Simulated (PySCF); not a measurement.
Which basis set comes closest?

Molecule: SMILES FC(Cl)(Cl)C(F)(Cl)Cl, C$_{2}$Cl$_{4}$F$_{2}$.

Numbering as in the mapped SMILES `[F:1][C:2]([Cl:3])([Cl:4])[C:5]([F:6])([Cl:7])[Cl:8]`.

Geometry PBE0-D3(BJ)/def2-SVP throughout; GIAO in PySCF 2.14, gas phase, one conformer, non-relativistic; equivalent atoms averaged; functional PBE0.

Reference values (measured; University of Colorado NMR facility, 19F NMR Reference Standards): δ(F1/F6) = -67.8 ppm vs CFCl3. Computed shifts are taken against CFCl3, calculated as an isolated molecule at each level.

How do the basis sets STO-3G, pcSseg-0, 6-31G, cc-pVDZ, def2-SVP, 6-31G*, pcSseg-1, aug-cc-pVDZ, 6-311+G(2d,p), cc-pVTZ, def2-TZVP, IGLO-III, pcSseg-2 perform against the reference? Times are CPU seconds on shared hosts with different chips, so compare them loosely.

Results:


```
    basis set  functions  F1/F6  abs. error F  core-s
       STO-3G         56  -36.7          31.1     4.6
     pcSseg-0         88  -73.1           5.3     7.9
        6-31G         88  -72.1           4.3     9.5
      cc-pVDZ        128  -69.4           1.6      14
     def2-SVP        128  -65.6           2.2      12
       6-31G*        128  -69.4           1.6      16
     pcSseg-1        164  -75.1           7.3      20
  aug-cc-pVDZ        200  -69.9           2.1      27
6-311+G(2d,p)        248  -74.2           6.4      40
      cc-pVTZ        256  -72.1           4.3      43
    def2-TZVP        272  -73.1           5.3      44
     IGLO-III        316  -73.8           6.0      52
     pcSseg-2        316  -74.1           6.3      56
```

For 19F the closest is cc-pVDZ (1.6 ppm, with 6-31G* practically level) and the furthest STO-3G (31.1 ppm). Where a smaller basis beats a larger one, errors probably cancel; the largest sets show where the functional converges. One molecule is a small sample, and vibrational and solvent effects are absent from the calculation.

A small basis that lands close on one nucleus may do so by chance; judge by the trend and by all nuclei.
